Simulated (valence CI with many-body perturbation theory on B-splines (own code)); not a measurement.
# E1 transitions of Zr⁸⁺

Method: configuration interaction combined with many-body perturbation theory (CI+MBPT): four valence electrons over a frozen Dirac-Fock core [Ar] 3d10, a basis of 11 s, 11 p, 10 d, 8 f, 5 g, 2 h functions for each j, with the one-electron correlation potential Σ1 (screened to all orders), the two-electron term Σ2, the three-electron term Σ3, Breit, model QED; selected single and double excitations, second order for the rest, scaled by the run's own slope (own B-spline code, finite nucleus).

No measured spectrum was set against this ion. As an estimate, levels hold to about 250 cm⁻¹ or 0.2 % of their energy and the worst to 1 %, as in measured heavy ions of charge 2 to 7; those with d or f electrons hold less well. Among the levels kept, up to 830 cm⁻¹ of a level comes from second order outside the variational space, and about a tenth of that is noise between levels of different J, which matters for small intervals.

Lines 101 to 150 of 544 in falling wavelength, among levels below 779270 cm⁻¹, chosen from the strongest by gf and those to the six lowest levels. Wavelengths and rates use the calculated energies, so an error of 500 cm⁻¹ moves a line at 51.68 nm by 0.26 % and its rate by three times that or more. Electric multipoles are in the length gauge, E1 and E2 with the static RPA response of the core. Weak lines are less certain than strong ones. Lines between different terms over intervals too small for the method are left out, as are lines whose strength nearly cancels. Where a level lies close to another of its J and parity, the split of strength between their lines is uncertain. The highest levels of a list are the least certain.

Names give the largest LS component (configuration and term), which can be under half, so a name can repeat, a term be missing and a line seem to break the LS rules; names also repeat where a configuration has a term twice. Letters in brackets count levels of one name in rising energy.

| λ vac (nm) | Upper | Lower | A (s⁻¹) | log gf | Branch % |
| --- | --- | --- | --- | --- | --- |
| 51.68 | 4s 4p3 3D°_3 | 4s2 4p2 3P_2 | 1.17e+09 | -0.48 | 81.2 |
| 51.31 | 4p3 4d 3F°_4 [b] | 4s 4p2 4d 3G_5 | 8.46e+08 | -0.52 | 22.1 |
| 51.30 | 4p3 4d 3G°_3 | 4s 4p2 4d 3G_4 | 6.58e+08 | -0.74 | 14.9 |
| 50.97 | 4p3 4d 3F°_4 [a] | 4s 4p2 4d 3G_4 | 7.02e+08 | -0.61 | 11.9 |
| 50.92 | 4s 4p3 3D°_1 | 4s2 4p2 3P_1 | 1.95e+08 | -1.64 | 9.0 |
| 50.81 | 4s 4p3 3D°_2 | 4s2 4p2 3P_1 | 1.74e+09 | -0.47 | 99.0 |
| 50.75 | 4s 4p3 3P°_1 | 4s2 4p2 1D_2 | 6.39e+07 | -2.13 | 1.5 |
| 50.61 | 4p3 4d 3G°_5 | 4s 4p2 4d 3G_5 | 2.25e+09 | -0.02 | 60.2 |
| 50.52 | 4p3 4d 3G°_3 | 4s 4p2 4d 3G_3 | 1.03e+09 | -0.56 | 23.2 |
| 50.43 | 4p3 4d 3D°_2 | 4s 4p2 4d 3D_3 [b] | 1.58e+09 | -0.52 | 6.5 |
| 50.38 | 4p3 4d 3F°_4 [b] | 4s 4p2 4d 3G_4 | 7.30e+08 | -0.60 | 19.1 |
| 49.70 | 4p3 4d 3D°_2 | 4s 4p2 4d 3P_1 [b] | 9.06e+08 | -0.78 | 3.8 |
| 49.46 | 4s 4p2 4d 3D_3 [a] | 4s2 4p 4d 3P°_2 | 7.04e+08 | -0.74 | 2.6 |
| 49.01 | 4s 4p2 5s 3D_3 | 4s2 4p 5s 3P°_2 | 3.12e+09 | -0.10 | 6.4 |
| 48.96 | 4s 4p2 4d 3G_5 | 4s2 4p 4d 3F°_4 | 1.72e+09 | -0.17 | 100.0 |
| 48.81 | 4p3 4d 3D°_3 [b] | 4s 4p2 4d 3F_4 [b] | 1.76e+09 | -0.36 | 3.2 |
| 48.65 | 4p3 4d 1D°_2 | 4s 4p2 4d 1F_3 [a] | 1.98e+09 | -0.45 | 21.3 |
| 48.59 | 4s 4p2 4d 1D_2 [b] | 4s2 4p 4d 1P°_1 | 1.41e+09 | -0.60 | 11.2 |
| 48.50 | 4p4 3P_1 | 4s 4p3 3P°_2 | 2.09e+09 | -0.66 | 19.6 |
| 48.36 | 4s 4p2 4d 3D_3 [b] | 4s2 4p 4d 3D°_2 | 1.16e+09 | -0.55 | 3.5 |
| 48.30 | 4p3 4d 5D°_4 | 4s 4p2 4d 5P_3 | 7.78e+08 | -0.61 | 5.3 |
| 48.27 | 4s 4p2 4d 1F_3 [a] | 4s2 4p 4d 3P°_2 | 9.68e+08 | -0.63 | 2.7 |
| 48.14 | 4s 4p3 3D°_1 | 4s2 4p2 3P_0 | 1.86e+09 | -0.71 | 86.1 |
| 47.85 | 4p3 4d 3D°_3 [a] | 4s 4p2 4d 5P_2 | 7.07e+08 | -0.77 | 8.2 |
| 47.66 | 4s 4p2 5s 1D_2 | 4s2 4p 5s 1P°_1 | 1.36e+09 | -0.63 | 3.4 |
| 47.51 | 4s2 4p 5d 3F°_4 | 4s 4p2 4d 3G_5 | 8.34e+08 | -0.60 | 9.6 |
| 47.21 | 4s 4p2 4d 3G_4 | 4s2 4p 4d 3F°_3 | 1.79e+09 | -0.27 | 71.2 |
| 47.11 | 4s 4p2 4d 3F_3 [c] | 4s2 4p 4d 1D°_2 | 1.44e+09 | -0.47 | 3.1 |
| 47.06 | 4p3 4d 3F°_2 [a] | 4s 4p2 4d 3F_3 [a] | 1.56e+09 | -0.59 | 17.9 |
| 46.85 | 4p3 4d 3D°_3 [a] | 4s 4p2 4d 3F_4 [a] | 2.42e+09 | -0.25 | 28.0 |
| 46.84 | 4s2 4p 4f 1F_3 | 4s2 4p 4d 1F°_3 | 1.49e+09 | -0.47 | 2.0 |
| 46.58 | 4s 4p2 4d 3F_4 [c] | 4s2 4p 4d 3D°_3 | 1.12e+09 | -0.49 | 8.8 |
| 46.31 | 4s 4p3 3S°_1 | 4s2 4p2 1S_0 | 4.58e+08 | -1.35 | 1.1 |
| 46.27 | 4s 4p2 4d 3G_3 | 4s2 4p 4d 3F°_2 | 1.86e+09 | -0.38 | 84.8 |
| 46.01 | 4p4 3P_2 | 4s 4p3 3D°_3 | 5.07e+09 | -0.09 | 53.4 |
| 45.89 | 4s 4p3 3P°_1 | 4s2 4p2 3P_2 | 5.45e+08 | -1.29 | 12.4 |
| 45.85 | 4p3 4d 5D°_2 | 4s 4p2 4d 3F_3 [a] | 1.56e+09 | -0.61 | 10.2 |
| 45.79 | 4p3 4d 3F°_4 [a] | 4s 4p2 4d 3F_4 [a] | 1.72e+09 | -0.31 | 29.2 |
| 45.69 | 4s 4p2 4d 3F_2 [c] | 4s2 4p 4d 3D°_1 | 1.07e+09 | -0.78 | 1.9 |
| 45.51 | 4s 4p3 3P°_2 | 4s2 4p2 3P_2 | 3.78e+09 | -0.23 | 95.8 |
| 45.48 | 4s 4p2 5s 3D_2 | 4s2 4p 5s 3P°_1 | 3.40e+09 | -0.28 | 6.8 |
| 45.45 | 4s 4p2 5s 3D_1 | 4s2 4p 5s 3P°_0 | 2.87e+09 | -0.57 | 5.5 |
| 45.11 | 4p4 3P_2 | 4s 4p3 3D°_2 | 1.84e+09 | -0.55 | 19.4 |
| 45.02 | 4s 4p2 4d 3P_1 [c] | 4s2 4p 4d 1P°_1 | 2.43e+09 | -0.66 | 4.2 |
| 44.93 | 4s 4p2 4d 3D_3 [c] | 4s2 4p 4d 3D°_3 | 8.28e+08 | -0.76 | 1.5 |
| 44.86 | 4p3 4d 3F°_3 [a] | 4s 4p2 4d 3F_3 [a] | 1.58e+09 | -0.48 | 21.6 |
| 44.63 | 4s 4p3 3P°_0 | 4s2 4p2 3P_1 | 4.16e+09 | -0.91 | 100.0 |
| 44.49 | 4s 4p3 1D°_2 | 4s2 4p2 1D_2 | 6.98e+09 | 0.02 | 87.9 |
| 44.46 | 4s 4p2 4d 3D_1 [c] | 4s2 4p 4d 1D°_2 | 2.08e+09 | -0.73 | 5.2 |
| 44.37 | 4p3 4d 3D°_3 [b] | 4s 4p2 4d 1G_4 | 9.07e+08 | -0.73 | 1.6 |
